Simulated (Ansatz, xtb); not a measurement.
Breaking the Zn1–H2 bond in GeH4Zn (SMILES [ZnH][GeH3]) (multiplicity 1 held, fragments rigid). Energies count from the point at 1.556 Å.
Geometry at that point (charge 0, multiplicity 1):
```xyz
6

Zn    -0.7925    -0.1904    -0.9931
H     -1.7524    -0.4211    -2.1959
Ge     0.6980     0.1677     0.8747
H      1.7617    -0.9450     1.0057
H      1.4762     1.4979     0.7651
H     -0.0473     0.2138     2.2271
```

R- and RO- levels are restricted; in cc, def2 and unpolarised 6-31G sets they are followed outwards from rest. Active spaces are followed from a long bond inwards. Curves can end on different states.

Cores are frozen in the correlated methods. Filled d and f shells under p-block atoms count as core.

The values were computed with Ansatz (an electronic-structure program); xtb for the GFN methods. Each number belongs to the level named beside it. The GFN methods have no spin term and hold the electronic entropy of 300 K.

Energies in kcal/mol.

```csv
R (Å),GFN2-xTB,R-MP2/def2-SVP,R-CCSD(T)/def2-SVP,"FIC-MRCISD on CASSCF(2,2)/def2-SVP","FIC-MRCISD+Q on CASSCF(2,2)/def2-SVP"
1.245,16.4,21.5,22.6,23.7,23.0
1.401,2.4,4.0,4.5,5.0,4.7
1.556,0.0,0.0,0.0,0.0,0.0
1.712,2.3,3.2,2.6,2.2,2.5
1.867,6.7,10.2,8.9,8.2,8.7
2.101,15.0,23.9,21.1,20.1,20.9
2.334,(withheld),38.5,33.8,32.6,33.6
2.723,40.0,61.0,51.6,50.5,51.5
3.112,54.4,79.3,63.2,62.8,63.7
3.579,(withheld),95.4,69.0,70.6,71.3
4.202,79.8,107.5,67.5,74.2,74.8
4.980,86.7,110.4,62.9,75.1,75.7
```

Fill in the missing entries.


- 2.334, GFN2-xTB: 24.2
- 3.579, GFN2-xTB: 68.1

Doubts at one or more of the structures used: a restricted determinant that unrestricted orbitals would lower (R-MP2/def2-SVP, R-CCSD(T)/def2-SVP); other coupled-cluster roots lie near (R-CCSD(T)/def2-SVP); T1 above 0.05 (R-CCSD(T)/def2-SVP).
